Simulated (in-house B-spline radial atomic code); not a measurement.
The hafnium ion Hf²⁺: [Xe] 4f14 5d1 6s1 (with a hole in an inner shell)

All numbers are computed (Dirac-Hartree-Fock, average of configuration; Fermi nucleus of rms radius 5.347 fm) with a B-spline radial code for spherical atoms, not measured.

Screening seen three ways: the hydrogenic charge with the same mean radius, Z_r = [3n² - l(l+1)]/(2<r>), the one with the same energy, Z_e = n√(-2ε), and Slater's rules. Values are occupation-weighted means over j. An effective charge above Z reflects the relativistic contraction of the inner shells.

```
shell  electrons   ε (eV)  <r> (bohr)    Z_r    Z_e  Slater
   1s          2   -65772     0.01899  79.00  69.53   71.70
   2s          2   -11395     0.07972  75.27  57.88   67.85
   2p          6   -10063     0.07133  70.10  54.39   67.85
   3s          2  -2669.3      0.2077  65.01  42.02   60.75
   3p          6  -2259.1      0.2073  60.29  38.66   60.75
   3d         10  -1743.5       0.189  55.55  33.96   50.85
   4s          2   -582.5      0.4687  51.21  26.17   44.25
   4p          6  -444.31      0.4967  46.30  22.86   44.25
   4d         10  -256.02      0.5366  39.13  17.35   32.85
   5s          2  -98.052        1.15  32.61  13.42   14.35
   5p          6  -61.477       1.337  27.30  10.63   14.35
   4f         14  -48.903      0.6597  27.29   7.58   21.45
   5d          1  -23.427       2.027  17.02   6.56    4.00
   6s          1  -21.056       3.056  17.67   7.46    4.35
```

The least bound orbital is 6s1/2 at -21.06 eV, and it is also the most diffuse (<r> = 3.056 bohr).

Spin-orbit splittings of the orbital energies (j = l + 1/2 above j = l - 1/2 when positive): 2p 1194 eV, 3p 260.2 eV, 3d 56.16 eV, 4p 60.08 eV, 4d 11.24 eV, 5p 8.341 eV, 4f 1.946 eV, 5d 0.4495 eV.

For the 1s electron the small component carries 7.33 % of the norm, the zero-frequency Breit interaction raises the level by 222.1 eV, self-energy by 137.6 eV, and vacuum polarisation lowers it by 25.26 eV.
